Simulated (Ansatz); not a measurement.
Relaxation of H4Sn (5 atoms, charge 0, multiplicity 1), to a largest force component of 0.03 eV/Å in at most 50 steps.

These are results of Ansatz, RKS PBE/def2-SVP, not measurements.

```xyz
5
Properties=species:S:1:pos:R:3
Sn -0.138 0.000 -1.168
H 1.320 0.000 1.380
H 1.902 0.000 0.949
H -0.832 1.257 -0.078
H -0.832 -1.257 -0.078
```

Q: Where does it end, and by what steps?

A: The forces met the threshold. After 4 steps the energy has fallen by 0.149 eV; Sn1 moved furthest, 0.32 Å.

```tsv
step	energy less start (eV)	largest force component (eV/Å)	accepted
0	0.0000	1.574	yes
1	-0.1083	0.242	yes
2	-0.1344	0.269	yes
3	-0.1481	0.112	yes
4	-0.1492	0.026	yes
```

```xyz
5
Properties=species:S:1:pos:R:3
Sn 0.103 0.000 -0.952
H 1.064 0.000 1.203
H 1.699 0.000 0.733
H -0.723 1.278 0.010
H -0.723 -1.278 0.010
```

Whether the end is a true minimum wasn't checked by a vibrational analysis.

Run time: 2 s on 1 thread of AMD EPYC 9R45 96-Core Processor (Zen 5) (shared host), peak memory 0.11 GiB.
